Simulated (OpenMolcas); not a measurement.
V3+ (d2) among equal point charges was computed by CASSCF with the d shell active (OpenMolcas, ANO-RCC-VDZP on the metal). Its lowest spin-free states, and all those of the highest spin:

| 2S+1 | Degeneracy | E (cm-1) |
| --- | --- | --- |
| 3 | 2 | 0.0 |
| 3 | 1 | 356.2 |
| 3 | 2 | 1757 |
| 3 | 1 | 2077 |
| 3 | 1 | 3945 |
| 1 | 2 | 14185 |
| 1 | 1 | 14758 |
| 1 | 1 | 14789 |
| 1 | 1 | 15513 |
| 3 | 1 | 16898 |
| 3 | 2 | 18391 |
| 1 | 2 | 21602 |

Task: Is the site octahedral, tetrahedral or cube-like, axial, or of lower symmetry?

Result: The states with 2S+1 = 3 have orbital degeneracies 2, 1, 2, 1, 1, 1, 2. There are pairs but no triples, so the site is axial: not cubic, but with a proper or improper axis of order three or more. The run had V3+ among 6 point charges of -1 e arranged as a tetragonal octahedron (D4h), 2.19 Å from the ion, with the axial distance 2.037 Å.

An orbital doublet at a regular site is open to a Jahn-Teller distortion, which this geometry leaves out. Without dynamic correlation the repulsion within the d shell is too large (B by tens of per cent), so at a given field states of lower spin stand too high. The ground term spreads over less than 5000 cm-1, several times less than with real ligands, so orbital moments are less quenched and χT lies further from the spin-only value than at real sites. Point charges carry no covalency, so the field is a model and not that of real ligands. No measured value stands beside these numbers.
